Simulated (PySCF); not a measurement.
Match the calculated data to a structure.

All candidates are C2H10NPSi2.

- UV, strongest line: among the 6 lowest singlet transitions: S6 at 6.83 eV (182 nm, f = 0.055) [TDDFT PBE0/def2-SVPD]
- 13C NMR: chemical shifts (computed TMS as zero) by class: 15.9 (1 C), 8.2 (1 C) ppm [GIAO PBE0/pcSseg-1]
- Rotational structure: rotational constants A, B, C: 3.843, 1.084, 0.935 GHz [GFN2-xTB]
- Polarisability: 107.8 au [PBE0/def2-SVPD]
- Triplet: lowest triplet excitation (Tamm–Dancoff): 5.45 eV [TDA PBE0/def2-SVPD]
- NMR, other nuclei: isotropic shieldings of nuclei other than C and H, by class: 244 (1 N), 350 (1 Si), 373 (1 Si), 613 (1 P) ppm [GIAO PBE0/pcSseg-1]

Electronic properties: PySCF, gas phase, density fitting. Levels stand in brackets. Geometry: GFN2-xTB, one conformer, isolated molecule. Each NMR value is the plain mean over a class of atoms that symmetry, rotation or inversion makes alike.

Question: Which candidate is it?
A. `C/C=P/N([SiH3])[SiH3]`
B. `P[Si@H]1CNC[SiH2]1`
C. `[SiH3]C/C=N/[SiH2]P`
D. `P[Si@@H]1CC[SiH2]N1`

Answer: D. It is `P[Si@@H]1CC[SiH2]N1`. Numbering: `[PH2:1][Si@@H:2]1[CH2:3][CH2:4][SiH2:5][NH:6]1`. 2 carbons fall into 2 classes; from least to most shielded: ring sp3 carbon bound to silicon [C3] (15.9 ppm), ring sp3 carbon bound to silicon [C4] (8.2 ppm). The other shieldings belong to: 244 ppm, nitrogen bridging silicon atoms [N6]; 350 ppm, SiH silicon [Si2]; 373 ppm, SiH2 silicon [Si5]; 613 ppm, three-coordinate phosphorus [P1]. The optimised geometry has point group C1 and is an asymmetric top.

The others, at the same levels:
- `C/C=P/N([SiH3])[SiH3]` fails: its computed 13C shifts are 182.5 (1 C), 18.7 (1 C) ppm, rotational constant A is 2.873 GHz (against 3.843 GHz) and smallest rotational constant is 0.871 GHz (against 0.935 GHz).
- `[SiH3]C/C=N/[SiH2]P` fails: its computed 13C shifts are 180.6 (1 C), 31.9 (1 C) ppm, rotational constant A is 2.987 GHz (against 3.843 GHz) and smallest rotational constant is 0.657 GHz (against 0.935 GHz).
- `P[Si@H]1CNC[SiH2]1` fails: its computed 13C shifts are 42.0 (1 C), 39.6 (1 C) ppm, rotational constant A is 2.929 GHz (against 3.843 GHz) and smallest rotational constant is 0.998 GHz (against 0.935 GHz).

Each candidate is one conformer, not necessarily the lowest. The conformers computed, where there is a choice (atom-mapped SMILES and torsion angles):
- `[CH3:1]/[CH:2]=[P:3]/[N:4]([SiH3:5])[SiH3:6]`: C2–P3–N4–Si5 -141°
- `[SiH3:1][CH2:2]/[CH:3]=[N:4]/[SiH2:5][PH2:6]`: Si1–C2–C3–N4 93°, C3–N4–Si5–P6 109°, H–P6–Si5–N4 -88°, H–P6–Si5–N4 179°

The conformers of `P[Si@@H]1CC[SiH2]N1` and `P[Si@H]1CNC[SiH2]1` aren't listed.
